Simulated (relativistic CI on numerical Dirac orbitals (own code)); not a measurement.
Cr5+ in a cubic cluster: 2p photoemission with charge transfer

Computed with a charge-transfer multiplet model of a cubic metal-ligand cluster with up to 2 ligand holes, Slater and spin-orbit integrals from Dirac-Coulomb-Breit ions, Slater integrals scaled by 0.9. The ground state mixes d1 with configurations of k ligand holes L, whose averages lie at kΔ + k(k − 1)U_dd/2; a core hole lowers each added d electron by U_cd. 300 K, Lorentzian 0.6 eV and Gaussian 0.8 eV FWHM.

Atomic integrals in eV (Slater integrals scaled, ζ unscaled), ground: F2dd 10.549, F4dd 6.644, zeta_d 0.045; with the core hole: F2dd 10.549, F4dd 6.644, zeta_d 0.067, zeta_core 5.615, F2cd 7.753, G1cd 6.119, G3cd 3.485. Where a configuration has fewer than two d electrons, the dd integrals are those of d2.

Cluster parameters (eV): Δ = -0.7, U_dd = 6.6, U_cd = 7.6, 10Dq(ligand) = 0.7, V(eg) = 3.95, V(t2g) = -2.12, final-state hopping factor = 1.

```csv
Case,n_d,d1,d2L,d3L2,S
10Dq = -0.35 eV,2.02,0.21,0.56,0.23,0.50
10Dq = -0.05 eV,2.01,0.22,0.56,0.23,0.50
10Dq = 0.25 eV,2.01,0.22,0.56,0.22,0.50
```

Weights, n_d and S are thermal averages at 300 K. Binding energies count from the first peak over 30 % of the highest in each spectrum, which can be another peak from case to case. The parameters are a model scan and need not match a compound or its usual spin state. A negative ionic 10Dq is a model choice; hopping adds the covalent part of the field. Peaks in eV (height, largest 100):
- 10Dq = -0.35 eV: 0.0 (100), 3.5 (13), 8.6 (30), 10.3 (26), 12.1 (14), 19.2 (6)
- 10Dq = -0.05 eV: 0.0 (100), 3.6 (13), 8.7 (30), 10.4 (27), 12.2 (13), 19.2 (6)
- 10Dq = 0.25 eV: 0.0 (100), 3.6 (12), 8.6 (29), 10.3 (27), 19.1 (6)

For the case 10Dq = 0.25 eV, Δ = -0.7 eV is smaller than U_dd = 6.6 eV, the charge-transfer side of the Zaanen-Sawatzky-Allen scheme (negative Δ: between configuration averages a ligand hole costs less than the nominal valence; multiplet and field energies can change this for the lowest states). With the core hole the average of the configuration with one ligand hole lies at Δ − U_cd = -8.3 eV before mixing: the effective hopping of about 8.5 eV (from the holes of the mixed ground state) is comparable with this gap or larger, so the configurations mix strongly.

With at most 2 ligand holes the space is cut while the next configuration still counts, so covalency is underestimated, and a final configuration with one more ligand hole, which can lie low, is missing from the spectra.
